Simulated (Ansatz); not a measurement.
The cluster Cu3Se⁺, relaxed as a singlet with RKS r2SCAN-D4/def2-SVP in Ansatz, starting from the GFN2-xTB geometry. Force threshold 0.02 eV/Å.

The relaxation made no stability test and no search for a lower SCF solution. The structure comes from a short search, and lower isomers may exist.

Start:

```xyz
4

Cu   -0.1010   -0.5014   -1.1411
Cu    0.1425    1.8846   -0.7873
Cu   -0.1105   -1.8473    0.8756
Se    0.0690    0.4642    1.0527
```

```csv
step,energy (eV),largest force component (eV/Å),SCF passes
1,-199239.4323,1.261,22
2,-199239.5086,0.514,21
3,-199239.5698,0.125,27
4,-199239.6743,0.157,28
5,-199239.7649,0.222,29
6,-199239.8429,0.335,29
7,-199239.9381,0.356,29
8,-199240.0253,0.175,28
9,-199240.0325,0.016,23
```

Force components are those of the run's own axes.

End:

```
atom   x (Å)   y (Å)   z (Å)
 Cu1  -0.830  -0.462  -1.163
 Cu2   0.907   1.136  -0.379
 Cu3   0.753  -1.135   0.633
 Se4  -0.830   0.461   0.908
```

By distances, no bond broke or formed, bridged metal pairs apart. The bond that changes most is Cu1–Se4, from 2.40 to 2.27 Å (atoms count from 1). Metal–metal contacts that move far: Cu2–Cu3 4.09 to 2.49 Å.

No frequencies were taken in this run, so the end may be a saddle point.

It took 25 s on 4 threads of Arm Neoverse V2 on a shared host.
